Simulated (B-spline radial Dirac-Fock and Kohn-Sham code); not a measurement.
What relativity does to the binding energies of Pt⁶¹⁺

System: the Pt⁶¹⁺ ion, [Ne] 3s2 3p5.

Both columns are ΔSCF binding energies of the configuration average from a radial B-spline solver: non-relativistic Hartree-Fock with a point nucleus, and Dirac-Fock with a finite nucleus and the Coulomb interaction alone, averaged over the two j levels with weights 2j+1.

```csv
shell,Hartree-Fock (eV),Dirac-Fock (eV),shift (eV),shift (%)
1s,76414.5,83680.4,+7265.93,+9.51
2s,16590.7,18630.4,+2039.74,+12.29
3s,6718.2,7338.9,+620.77,+9.24
3p,6537.6,6811.5,+273.87,+4.19
```

Relativity binds 1s, 2s, 3s, 3p more strongly, among those listed most of all 2s in relative terms.

Values without a named source are computed, but for edge energies of neutral atoms, which are taken from tables.
